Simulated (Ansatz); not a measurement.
`[CH3][Sb]([CH3])[SiH3]` + H₂ → `[CH3][SbH][SiH3]` + CH₄ at 298.15 K and 1 bar (hydrogenolysis of the Sb–C bond).

Isolated molecules relaxed with PBE0-D4/def2-TZVP in Ansatz; ΔE leaves out vibrations. CBS: MP2 limit from def2 TZ/QZ plus the TZ coupled-cluster correction, frozen cores. This one scheme is used for every species. Elements past krypton have def2 core potentials. For Sb outer-core shells are correlated without core-valence functions, which leaves a few kJ/mol of doubt a bond.

```json
{"species": "`[CH3][Sb]([CH3])[SiH3]`", "CCSD(T)/CBS energy (Eh)": "-610.61906", "H − E (kJ/mol)": "280.6", "S (J/(mol·K))": "389.1"}
{"species": "H₂", "CCSD(T)/CBS energy (Eh)": "-1.17544", "H − E (kJ/mol)": "35.1", "S (J/(mol·K))": "130.4"}
{"species": "`[CH3][SbH][SiH3]`", "CCSD(T)/CBS energy (Eh)": "-571.34920", "H − E (kJ/mol)": "198.4", "S (J/(mol·K))": "348.2"}
{"species": "CH₄", "CCSD(T)/CBS energy (Eh)": "-40.46206", "H − E (kJ/mol)": "127.4", "S (J/(mol·K))": "186.2"}
```

H − E and S are ideal-gas, rigid-rotor, harmonic terms from PBE0-D4/def2-TZVP, for one conformer and one mirror image of each species. The MP2-based limit puts H₂ 0.8 mEh under its directly extrapolated value; such offsets cancel only in part. 1 Eh = 2625.50 kJ/mol, R = 8.31446 J/(mol·K).

By hand: ΔE, ΔH, ΔS and ΔG.

ΔE = (-571.34920) + (-40.46206) − (-610.61906) − (-1.17544) = -0.01676 Eh = -44.0 kJ/mol. Δ(H − E) = 198.4 + 127.4 − 280.6 − 35.1 = 10.1, so ΔH = -33.9 kJ/mol. ΔS = 348.2 + 186.2 − 389.1 − 130.4 = 14.9 J/(mol·K). ΔG = -33.9 − 298.15 × (14.9)/1000 = -38.3 kJ/mol.

By hand: the equilibrium constant, and the temperature at which ΔG would vanish if ΔH and ΔS stayed fixed.

log₁₀ K = −ΔG/(RT ln 10) = 6.7. ΔH and −TΔS have one sign here, so there is no such temperature.

The number of gas molecules stays the same, so ΔS is small and ΔH decides. A doubt of 5 kJ/mol in ΔE shifts log₁₀ K by 0.9 here. Other conformers and mirror images would add mixing entropy, several J/(mol·K) or more a flexible species. These are equilibria of isolated gas molecules and say nothing of rates. Largest T1 diagnostic: 0.013 (customary marks: 0.02 for closed shells, 0.045 for open ones).
